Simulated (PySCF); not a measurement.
Bond length, frequency and bond energy of HI⁺ by level of theory

State: ²Π (doublet), unpaired electrons π ↑. Set-up: PySCF, scalar-relativistic core potentials, basis sets H def2-SVPD, I def2-SVPD with ECP28. De refers to H + I⁺ in their high-spin ground configurations, without counterpoise correction. The functionals are run spin-unrestricted. A positive dipole points towards I; it is taken about the centre of mass and depends on that origin.

```csv
Level,Re (Å),ωe (cm⁻¹),De (eV),μ (D),"CPU s a point (SCF and correlation, without the integrals)"
UHF,1.621,2361,2.18,-1.19,0.081
UHF-MP2,1.627,2294,2.96,n/a,0.13
UHF-SCS-MP2,1.628,2288,3.00,n/a,n/a
UHF-CCSD,1.634,2240,3.06,n/a,n/a
UHF-CCSD(T),1.636,2226,3.09,n/a,2.5
PBE,1.657,2146,3.41,-1.11,0.4
PBEsol,1.657,2146,3.60,-1.17,0.28
TPSS,1.647,2191,3.49,-1.08,0.57
r²SCAN,1.642,2213,3.38,-1.15,0.54
TPSSh,1.642,2222,3.46,-1.10,0.62
PBE0,1.640,2235,3.32,-1.15,0.62
HSE06,1.642,2228,3.34,-1.14,0.62
```

**Question.** Which functional lies closest to UHF-CCSD(T) in De, which farthest, and by how much do they differ from it?

**Answer.** Closest is PBE0 (+0.4 pm in Re, +0.4 % in ωe, +0.23 eV in De against UHF-CCSD(T) in the same basis), farthest PBEsol (+2.1 pm in Re, -3.6 % in ωe, +0.51 eV in De). CCSD(T) converges more slowly with the basis than the functionals do and binds too weakly in this one, so the order can change at the basis-set limit.

**Question.** What does the step from GGA to meta-GGA do here, going from PBE to r²SCAN?

**Answer.** r²SCAN less PBE: -1.5 pm in Re, +3.1 % in ωe, -0.03 eV in De. 

**Question.** What does a tenth of exact exchange do here, going from TPSS to TPSSh?

**Answer.** TPSSh less TPSS: -0.5 pm in Re, +1.4 % in ωe, -0.03 eV in De. Exact exchange removes part of the self-interaction that spreads semilocal densities, and in most molecules shortens and stiffens the bond and lowers De; so it does here.

Correlated steps freeze 4 core orbitals. Correlated levels converge slowly with the basis: in double zeta they bind strong bonds too weakly, by up to about 1 eV, and carry superposition errors of some tenths. Spin–orbit coupling is left out, which matters for elements this heavy, above all for dissociation energies. For an ion De counts to the pair picked by the measured ionisation energies or electron affinities, which need not be the lowest pair at this level. The state is the lowest determinant that a PBE0 search found; another state may lie lower at other levels.

The whole job (state search and all levels along the bond) took about 1.3 min on 1 thread of Intel Xeon 6975P-C (shared host), peak memory 0.5 GiB.
